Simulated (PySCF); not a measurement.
Dipole moment (D) of eight silicon and germanium compounds: PBE beside r2SCAN, computed with PySCF for isolated molecules in the bases named; differences from unrounded values. The eight are the first of their class met in an unordered collection, after screening for sound electronic states; none was chosen by its value, except that the dipole had to exceed 0.05 D. Each molecule has one DFT geometry for both levels.

```
molecule                                                  basis  r2SCAN   PBE  difference
----------------------------------------------------  ---------  ------  ----  ----------
C₃H₇FOSi, SMILES C[C@@H](F)[SiH2]C=O                  def2-TZVP    2.93  2.82       -0.12
CH₈O₂Si₂, SMILES [Si](O)([SiH3])(O)C                  def2-TZVP    2.68  2.63       -0.05
Si(H)(SeH)3 (H4Se3Si), SMILES [SeH][SiH]([SeH])[SeH]  def2-TZVP    0.78  0.69       -0.09
Si(Me)2(OH)(SH) (C2H8OSSi), SMILES C[Si](C)(O)S       def2-TZVP    0.76  0.74       -0.03
C₄H₈OSi, SMILES O1CC/C1=C\[SiH3]                      def2-TZVP    2.44  2.38       -0.06
C3H8O2Si, SMILES O1[C@@H]([Si@@H](O)C1)C              def2-TZVP    1.57  1.51       -0.05
ClFH₂Se₂Si, SMILES [SeH][Si]([SeH])(F)Cl              def2-TZVP    1.86  1.81       -0.05
Si(F)3(Et) (C₂H₅F₃Si), SMILES CC[Si](F)(F)F           def2-TZVP    2.67  2.63       -0.04
```

PBE lies below r2SCAN in 8 and above it in 0 of the eight; the mean signed difference is -0.06 and the largest -0.12 D.
